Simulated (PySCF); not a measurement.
C5H3FOS.
Bonds: F1–C2, C2–C3 (double), C3–C4, C4–S5 (double), C4–C6, C6–C7 (double), C7–O8, C2–O8. Hydrogens: H9 on C3; H10 on C6; H11 on C7.

Linear response at CAM-B3LYP/def2-SVPD (PySCF, frozen core in the response, non-relativistic). Isolated species at its PBE0-D3(BJ)/def2-SVP geometry, gas phase.

Static isotropic polarisability: 89.76 au (13.30 Å³), principal values 51.0, 81.5, 136.8 au.

Task: What is the polarisability at 1064 nm and at the sodium D line?

Result: 91.74 au at 1064 nm (+2.2 %), 97.19 au at 589.3 nm (+8.3 %). The lowest singlet lies at 482 nm (f = 0.000), near or inside this range; the response is undamped and has a pole at each allowed excitation.

Task: What is the isotropic C6 coefficient between two such molecules, C6 = (3/π)∫α(iω)² dω?

Result: 2654 au (Eh·bohr⁶) by a ten-point quadrature over imaginary frequencies, which is 1590 eV·Å⁶ or 153 J·nm⁶/mol.

Task: Which effective excitation energy ω̄ makes London's formula C6 = (3/4)α²ω̄ exact here?

Result: ω̄ = 4·C6/(3α²) = 0.439 Eh = 12.0 eV.

Task: What three-body coefficient follows from the one-pole estimate C9 = (3/4)·α·C6?

Result: 179000 au. This is an estimate from the two numbers above, not a computed integral.

Task: The lowest 6 singlets have (eV, f): 2.57, 0.000; 4.37, 0.403; 4.78, 0.001; 4.92, 0.031; 5.86, 0.098; 6.04, 0.042. What share of the static polarisability do they carry in the sum over states α = Σ f/ω²?

Result: 19.58 au, 21.8 % of α; the largest term, 15.64 au, is that of the state at 4.37 eV. Their oscillator strengths add up to 0.57. Higher states carry the rest.

Task: How many electrons N does the Slater–Kirkwood formula C6 = (3/4)·√N·α^(3/2) need to give this C6?

Result: N = (4·C6/3)²/α³ = 17.3; the species has 66 electrons in all.

Cost: about 50 s of CPU time on one thread; the machine was shared, so the figure is rough. This is the whole response run at CAM-B3LYP/def2-SVPD, SCF included.
